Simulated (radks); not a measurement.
Task: Excited configurations of Yb: one electron is placed in a higher orbital outside [Xe] 4f14 6s1. The ground configuration is [Xe] 4f14 6s2. Calculated with a radial shooting solver on a logarithmic mesh with Libxc functionals: scalar-relativistic Kohn-Sham, PBE, spin-unpolarised, spherical densities, finite nucleus; Fermi nuclear charge, rms radius 5.3108 fm. Excitation = E - E(ground); binding = E(ion) - E, where the ion is the core of charge +1; n* = 1/sqrt(2 binding) in atomic units, and the quantum defect is n - n*.

| outer orbital | excitation (eV) | binding (eV) | n* | quantum defect | eigenvalue (eV) | <r> (bohr) |
|---|---|---|---|---|---|---|
| 5d | 3.257 | 3.274 | 2.038 | 2.962 | -0.720 | 4.265 |
| 6p | 2.919 | 3.612 | 1.941 | 4.059 | -1.792 | 5.497 |
| 7s | 4.289 | 2.242 | 2.463 | 4.537 | -1.327 | 9.660 |
| 7f | 6.062 | 0.469 | 5.384 | 1.616 | -0.288 | 42.83 |

Estimate the row for 6f.

Result: excitation (eV) 5.887; binding (eV) 0.644; n* 4.595; quantum defect 1.405; eigenvalue (eV) -0.367; <r> (bohr) 28.67. The Delta-SCF ionisation energy is 6.531 eV (NIST Atomic Spectra Database: 6.254 eV, measured). Self-interaction in the functional shifts the binding energies and quantum defects, so they are the method's values and not measured ones. Spin polarisation and multiplet splitting are left out, so open shells lie too high by an amount that depends on their filling.

Beside tabulated values, note that spin-unpolarised runs miss the spin-polarisation part of the exchange energy of open shells.
